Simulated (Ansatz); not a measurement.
Basis sets compared for Al₈P₈H₂₂, a nanocrystal cut from wurtzite AlP (hydrogen-capped). The state is a singlet with charge 0. Geometry r2SCAN-D4/def2-SVP. Ansatz on 2 threads of AMD EPYC 7R13 on a shared host and a share (18 GiB) of an NVIDIA H100 80GB HBM3; times are rough, and most runs start from earlier orbitals.

Cartesian coordinates in Å:
```
Al 1.732 -4.129 -0.914
P 2.652 -2.347 -2.350
P 0.046 -2.768 0.179
Al 1.003 -1.054 1.552
Al 1.768 -0.098 -2.356
P 1.864 0.546 -0.049
P -0.742 0.148 2.669
Al 0.118 1.839 4.182
Al 0.992 2.773 0.097
P 1.132 3.279 2.455
Al -1.611 -2.078 -1.391
P -0.580 -0.345 -2.683
P -3.181 -0.869 0.010
Al -2.460 1.063 1.291
Al -1.829 1.748 -2.626
P -1.324 2.407 -0.333
H 2.884 -4.525 0.110
H 1.032 -5.166 -1.901
H 4.053 -2.233 -2.143
H 2.677 -2.785 -3.702
H -0.620 -3.648 1.080
H 2.141 -1.578 2.526
H 2.529 0.866 -3.360
H 3.252 0.673 0.242
H -1.387 -0.810 3.504
H 1.319 1.257 5.050
H -1.089 2.679 4.795
H 1.723 3.847 -0.813
H 2.507 3.487 2.746
H 0.681 4.616 2.620
H -2.323 -3.223 -2.225
H -0.713 -0.803 -4.025
H -3.718 -1.805 0.936
H -4.361 -0.567 -0.717
H -3.672 1.764 2.035
H -1.186 2.791 -3.642
H -3.381 1.358 -2.660
H -1.927 3.688 -0.189
```

Single mean-field runs in def2-TZVP are fitted with def2-universal-jkfit.

Binding counts from free atoms (Al doublet, P quartet, H doublet) in the same basis, without a counterpoise term.

| level | functions | energy (Eh) | HOMO (eV) | LUMO (eV) | binding per atom (eV) | wall time |
| --- | --- | --- | --- | --- | --- | --- |
| PBE-D4/def2-SVP | 398 | -4680.1201 | -6.34 | -2.06 | 2.95 | 3.5 s |
| PBE0-D4/def2-SVP | 398 | -4680.6000 | -7.40 | -1.36 | 2.94 | 4.4 s |

Estimate the rows for PBE-D4/def2-TZVP (with forces), PBE0-D4/def2-TZVP (with forces).


| level | functions | energy (Eh) | HOMO (eV) | LUMO (eV) | binding per atom (eV) | wall time |
| --- | --- | --- | --- | --- | --- | --- |
| PBE-D4/def2-TZVP (with forces) | 724 | -4681.7321 | -6.34 | -2.32 | 2.93 | 7 s |
| PBE0-D4/def2-TZVP (with forces) | 724 | -4682.1859 | -7.37 | -1.61 | 2.93 | 8 s |
